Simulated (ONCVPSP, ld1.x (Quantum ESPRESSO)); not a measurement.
Potentials for C (Z = 6) compared

Generated with ld1.x 7.5 (TM, RRKJ, ultrasoft, PAW), atompaw 4.2 or ONCVPSP 4.0.1. The cutoff is in Ry: for ld1.x and atompaw files where the sum of valence levels is converged to 10 mRy in a Bessel basis, for ONCV files where the hardest occupied wave has 1 mHa per electron of residual kinetic energy. The error is the largest all-electron minus pseudo excitation energy over each file’s own four to seven test configurations (ionisations up to +4, promotions, holes and added fractions of an electron), all of which were solved. The labels leave out finer settings (local radius, basis sizes, second energies), which also bear on the numbers. Spin-polarised tests are not counted. The rows are a selection from randomly drawn settings: files with unsolved tests, undetermined cutoffs or missed reference levels are left out.

```csv
potential,cutoff (Ry),largest error (meV),bound ghosts
"TM semilocal, PBE, scalar-relativistic, rc 0.80/3.00/2.50 (spd), local d, core correction no, reference 2s1 2p3",90,+1670,none
"ONCV, PBE, scalar-relativistic, rc 1.25/2.75/2.95 (spd), local smoothed, core correction no, reference 2s1.75 2p2.25, qcut 4.8/5.7/3.1, projectors 2/2/2",49,+890,none
"ONCV, PBE, scalar-relativistic, rc 1.30/2.10 (sp), local smoothed, core correction yes, reference 2s1.5 2p2.5, qcut 3.9/8, projectors 2/2",142,+362,none
"TM, PBEsol, scalar-relativistic, rc 1.15/2.20 (sp), local smoothed, core correction no, reference 2s2 2p1.5",35,+632,none
"ONCV, PW91, scalar-relativistic, rc 1.10/1.15 (sp), local smoothed, core correction no, reference 2s2, qcut 5.7/8.2, projectors 2/2",66,+255,none
"PAW, PBEsol, scalar-relativistic, rc 0.95/2.50 (sp), local smoothed, core correction yes, reference 2s2 2p0",35,+49,none
"ONCV, PBE, scalar-relativistic, rc 1.05/1.55/1.55 (spd), local s, core correction yes, reference 2s1.75 2p2.25, qcut 6.4/4.5/6.8, projectors 0/2/1",137,+313,none
"TM, PBE, scalar-relativistic, rc 1.00/2.25/2.30 (spd), local s, core correction yes, reference 2s2 2p2",35,+822,none
```

Problem. Fill in the row for C: ONCV, PBEsol, scalar-relativistic, rc 1.35/2.40/2.00 (spd), local smoothed, core correction yes, reference 2s2 2p2, qcut 6.2/5.6/4.3, projectors 2/2/2.

Solution. cutoff 30 Ry, largest error +893 meV, bound ghosts: none.
